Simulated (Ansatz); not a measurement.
Molecule: triiodo(methyl)silane, CH3I3Si (charge 0, singlet). SMILES: C[Si](I)(I)I
Geometry from a B3LYP-D3(BJ)/def2-TZVP (Ansatz, a quantum-chemistry and plane-wave program) optimisation:
```
Si
C 1 1.8602
H 2 1.0905 1 109.65
H 2 1.0905 3 109.29 1 120.22
H 2 1.0905 3 109.29 4 119.55
I 1 2.4559 2 109.54 3 -180.00
I 1 2.4559 2 109.54 3 60.00
I 1 2.4559 2 109.54 3 -60.00
```

Wanted: atomisation energy (electronic, to ground-state atoms), in kJ/mol. Valence correlation only, unless marked. UHF or UKS for open shells. No spin-orbit coupling. The frozen core is the preceding noble-gas configuration, with the filled d and f shells of earlier blocks. In def2 rows, elements after Kr have scalar-relativistic effective core potentials. STO-3G rows are all-electron and non-relativistic. The coupled-cluster limit lacks core correlation, which all-electron functionals hold. Basis-set limits of correlation are two-point, X^-3; Hartree-Fock from the larger set. [CCSD(T)-MP2]/basis is that difference in the basis named.

```json
[
 {"level": "HF/def2-TZVPP", "program": "Ansatz", "atomisation energy (kJ/mol)": "1785.8", "minus last row": "-674.7"},
 {"level": "SVWN5/def2-TZVPD", "program": "Ansatz", "atomisation energy (kJ/mol)": "2812.9", "minus last row": "352.4"},
 {"level": "PBE-D3(BJ)/def2-TZVPD", "program": "Ansatz + dftd3", "atomisation energy (kJ/mol)": "2510.4", "minus last row": "49.9"},
 {"level": "BLYP/def2-TZVPD", "program": "Ansatz", "atomisation energy (kJ/mol)": "2345.1", "minus last row": "-115.4"},
 {"level": "revPBE-D3(BJ)/def2-TZVPD", "program": "Ansatz + dftd3", "atomisation energy (kJ/mol)": "2448.7", "minus last row": "-11.8"},
 {"level": "r2SCAN-D3(BJ)/def2-TZVPD", "program": "Ansatz + dftd3", "atomisation energy (kJ/mol)": "2481.5", "minus last row": "21.0"},
 {"level": "PBE0/def2-SVP", "program": "Ansatz", "atomisation energy (kJ/mol)": "2435.6", "minus last row": "-24.9"},
 {"level": "PBE0-D3(BJ)/def2-TZVP", "program": "Ansatz + dftd3", "atomisation energy (kJ/mol)": "2486.2", "minus last row": "25.7"},
 {"level": "BHLYP-D4/def2-TZVPD", "program": "Ansatz + dftd4", "atomisation energy (kJ/mol)": "2396.2", "minus last row": "-64.3"},
 {"level": "wB97X-V/def2-TZVPD", "program": "Ansatz", "atomisation energy (kJ/mol)": "2462.5", "minus last row": "2.0"},
 {"level": "MP2/STO-3G", "program": "Ansatz", "atomisation energy (kJ/mol)": "2596.4", "minus last row": "135.9"},
 {"level": "RI-MP2/def2-TZVPPD", "program": "Ansatz", "atomisation energy (kJ/mol)": "2440.3", "minus last row": "-20.2"},
 {"level": "SCS-MP2/STO-3G", "program": "Ansatz", "atomisation energy (kJ/mol)": "2611.2", "minus last row": "150.7"},
 {"level": "SCS-MP2/def2-TZVPPD", "program": "Ansatz", "atomisation energy (kJ/mol)": "2400.7", "minus last row": "-59.8"},
 {"level": "CCSD/def2-TZVPP", "program": "Ansatz", "atomisation energy (kJ/mol)": "2322.5", "minus last row": "-138.0"},
 {"level": "CCSD(T)/def2-SVP", "program": "Ansatz", "atomisation energy (kJ/mol)": "2253.9", "minus last row": "-206.6"},
 {"level": "CCSD(T)/def2-QZVPP", "program": "Ansatz", "atomisation energy (kJ/mol)": "2426.3", "minus last row": "-34.2"},
 {"level": "RI-MP2/CBS(def2-TZVPP,def2-QZVPP)+[CCSD(T)-MP2]/def2-SVP", "program": "Ansatz", "atomisation energy (kJ/mol)": "2475.5", "minus last row": "15.0"},
 {"level": "RI-MP2/CBS(def2-TZVPPD,def2-QZVPPD)+[CCSD(T)-MP2]/def2-TZVPPD", "program": "Ansatz", "atomisation energy (kJ/mol)": "2460.0", "minus last row": "-0.5"},
 {"level": "CCSD(T)/CBS(def2-TZVPP,def2-QZVPP)", "program": "Ansatz", "atomisation energy (kJ/mol)": "2464.8", "minus last row": "4.3"},
 {"level": "CCSD(T)/CBS(def2-TZVPPD,def2-QZVPPD)", "program": "Ansatz", "atomisation energy (kJ/mol)": "2460.5", "minus last row": "0.0"}
]
```
